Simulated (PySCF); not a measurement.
Species: C5H12P2.
Cartesian coordinates in Å at the GFN2-xTB level; atoms count from 1:
```xyz
19
C5H12P2 angstrom
C     -1.1553   -1.7088   -0.6823
C     -1.1377   -0.1861   -0.7123
C      0.0772    0.4327   -0.0030
C      0.0210    1.9568   -0.1671
C      0.0860    0.0837    1.4806
P      1.6228   -0.1270   -0.9450
P      2.9278   -0.6039    0.5229
H     -0.2209   -2.1058   -1.0828
H     -1.2821   -2.0826    0.3303
H     -1.9739   -2.0878   -1.2897
H     -2.0498    0.1966   -0.2459
H     -1.1355    0.1455   -1.7544
H      0.0264    2.2324   -1.2213
H      0.8778    2.4267    0.3149
H     -0.8876    2.3515    0.2856
H      0.8793    0.6251    1.9952
H      0.2474   -0.9814    1.6366
H     -0.8668    0.3614    1.9308
H      3.9341   -0.9197   -0.4004
```

Method used: PySCF, TDDFT CAM-B3LYP/def2-SVPD, vertical, gas phase, core orbitals frozen in the response.

Transition dipole moments from the ground state, in atomic units and in the frame of the coordinates above (overall signs are arbitrary), for the states with f of 0.002 or more among the lowest 8:

```json
{"state": "S2", "E (hartree)": "0.1656", "μx": "0.875", "μy": "-0.291", "μz": "0.562"}
{"state": "S4", "E (hartree)": "0.2120", "μx": "-0.092", "μy": "-0.184", "μz": "-0.025"}
{"state": "S5", "E (hartree)": "0.2392", "μx": "-0.135", "μy": "0.084", "μz": "-0.015"}
{"state": "S8", "E (hartree)": "0.2505", "μx": "0.184", "μy": "-0.058", "μz": "0.306"}
```

**Question.** Work out the oscillator strengths.

**Answer.** f = (2/3) ΔE |μ|² with ΔE in hartree (27.2114 eV).

```
state  |μ|² (au)  |μ| (D)      f
   S2      1.167     2.75  0.129
   S4      0.043     0.53  0.006
   S5      0.025     0.41  0.004
   S8      0.131     0.92  0.022
```

**Question.** Which bond between heavy atoms lies closest to the direction of the S2 transition dipole?

**Answer.** P6–P7, at 15° from it; next C2–C3 at 39°.

**Question.** What angle do the transition dipoles of S2 and S8 make?

**Answer.** |cos θ| = |μa·μb| / (|μa| |μb|) = 0.90, so θ ≈ 26° (taken between 0 and 90°, since the signs are arbitrary).

**Question.** What peak molar absorption coefficient would the strongest computed level give as a lone Gaussian band 0.4 eV wide at half height?

**Answer.** ε(max) = 2.175×10⁸ f / FWHM, with the width in cm⁻¹. S2: 2.175×10⁸ × 0.1288 / 3226 ≈ 8700 L mol⁻¹ cm⁻¹.

The run took 53 s of wall time (with the writing of density and orbital grids) on one thread, Arm Neoverse V2 (aarch64), no GPU (shared host), and the process peaked at 1.2 GiB of memory.

One conformer stands for the species.
